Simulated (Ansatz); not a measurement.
`C=C(O)[CH2][GaH2]` and `C=C(O)[Se][GaH2]` differ in one atom or group.

Ansatz, PBE0-D4/def2-TZVP geometries, multiplicity 1. Each molecule was computed in one conformer, which needn't be the lowest. `C=C(O)[CH2][GaH2]` holds a close contact that its SMILES doesn't draw: Ga···O 2.39 Å. `C=C(O)[Se][GaH2]` holds a close contact that its SMILES doesn't draw: Ga···O 2.18 Å.

Scalar relativity is left out up to krypton. Spin–orbit coupling is left out; it splits and shifts lone-pair levels of the heavy atoms by tenths of an eV.

```csv
property,`C=C(O)[CH2][GaH2]`
LUMO energy (B3LYP/def2-TZVPP) / eV,-0.92
HOMO–LUMO gap (ωB97M-V/def2-TZVPP) / eV,9.93
HOMO energy (PBE/def2-TZVPP) / eV,-5.63
HOMO–LUMO gap (B3LYP/def2-TZVPP) / eV,5.63
HOMO energy (ωB97M-V/def2-TZVPP) / eV,-8.94
size of the dipole moment (ωB97M-V/def2-TZVPP) / D,1.51
```

Task: Give the same properties after the change, and the shifts. (Best estimate.)

Result: Ansatz gave: 
```csv
property,`C=C(O)[Se][GaH2]`,shift
LUMO energy (B3LYP/def2-TZVPP) / eV,-1.05,-0.13
HOMO–LUMO gap (ωB97M-V/def2-TZVPP) / eV,9.08,-0.85
HOMO energy (PBE/def2-TZVPP) / eV,-5.15,0.48
HOMO–LUMO gap (B3LYP/def2-TZVPP) / eV,4.92,-0.71
HOMO energy (ωB97M-V/def2-TZVPP) / eV,-8.24,0.70
size of the dipole moment (ωB97M-V/def2-TZVPP) / D,2.79,1.28
```

With PBE0 the HOMO rises by 0.57 eV and the LUMO falls by 0.15 eV, so the gap narrows by about 0.72 eV. PBE moves the HOMO by 0.48 eV and ωB97M-V by 0.70 eV. Dipoles are sizes alone; their direction can turn.

Positive LUMOs are unbound, so they and the gaps depend on the basis.

B3LYP here is the variant with VWN-RPA as its local correlation; programs differ in this.
